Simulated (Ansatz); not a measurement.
## Relative stability

The two ends of one reaction step of Si2H4Cl2, singlet (PBE0-D4/def2-TZVP).

A:

Si1  (-0.078, -0.589, 1.279)
Si2  (-0.153, 1.394, -1.367)
H3  (0.053, -0.758, -0.204)
Cl4  (-1.257, 0.407, -2.833)
Cl5  (1.787, 1.164, -2.092)
H6  (-1.452, -0.121, 1.577)
H7  (0.177, -1.906, 1.916)
H8  (0.923, 0.409, 1.726)
(Å)

B:

Si1  (-0.206, -0.166, 1.206)
Si2  (0.275, 0.032, -1.070)
H3  (1.229, -0.970, -1.599)
Cl4  (-1.463, -0.163, -2.144)
Cl5  (1.086, 1.884, -1.427)
H6  (-1.168, 0.902, 1.579)
H7  (-0.802, -1.502, 1.468)
H8  (1.049, -0.016, 1.988)
(Å)

Computed with Ansatz 0.2.0 (basis: def2-TZVPP); correlated methods freeze the cores. B3LYP uses VWN-RPA correlation.

(1) Which structure is lower at CCSD(T), and by how much? (Judge from chemistry; the value comes from the calculation.)

No T1 diagnostic of these runs exceeds 0.013.

## Answers

(1) By the calculation: B, by 32.77 kcal/mol (electronic energy, against the other). By their contacts, A is a complex of SiCl₂ + SiH₄ and B is Si₂H₄Cl₂ ([SiH3][SiH]([Cl])[Cl]).

All methods give the same order:

```json
{"method": "SPW92", "E(B) − E(A) (kcal/mol)": "-33.28"}
{"method": "PBE-D4", "E(B) − E(A) (kcal/mol)": "-30.88"}
{"method": "BLYP-D4", "E(B) − E(A) (kcal/mol)": "-26.12"}
{"method": "r2SCAN-D4", "E(B) − E(A) (kcal/mol)": "-35.29"}
{"method": "B97M-V", "E(B) − E(A) (kcal/mol)": "-33.36"}
{"method": "PBE0-D4", "E(B) − E(A) (kcal/mol)": "-34.84"}
{"method": "B3LYP-D4", "E(B) − E(A) (kcal/mol)": "-29.89"}
{"method": "r2SCAN0-D4", "E(B) − E(A) (kcal/mol)": "-36.86"}
{"method": "BHLYP-D4", "E(B) − E(A) (kcal/mol)": "-33.87"}
{"method": "CAM-B3LYP-D4", "E(B) − E(A) (kcal/mol)": "-32.49"}
{"method": "wB97X-V", "E(B) − E(A) (kcal/mol)": "-35.96"}
{"method": "wB97M-V", "E(B) − E(A) (kcal/mol)": "-29.67"}
{"method": "B2PLYP", "E(B) − E(A) (kcal/mol)": "-31.67"}
{"method": "PBE-QIDH", "E(B) − E(A) (kcal/mol)": "-37.36"}
{"method": "RPA on PBE", "E(B) − E(A) (kcal/mol)": "-30.23"}
{"method": "HF", "E(B) − E(A) (kcal/mol)": "-35.24"}
{"method": "MP2", "E(B) − E(A) (kcal/mol)": "-34.82"}
{"method": "CCSD", "E(B) − E(A) (kcal/mol)": "-33.34"}
{"method": "CCSD(T)", "E(B) − E(A) (kcal/mol)": "-32.77"}
```

Labels in which every atom is bracketed show which atoms are joined, not bond orders.

For scale, one of the runs: CCSD(T)/def2-TZVPP, 224 basis functions, launched by `ansatz run in.yaml --threads 4 --pin off --events-out ev --progress --plain --max-ram 9574MiB`. Hardware: 4 CPU threads of an Arm Neoverse V2, shared host. Wall time 43 s; peak host memory 3.1 GiB.
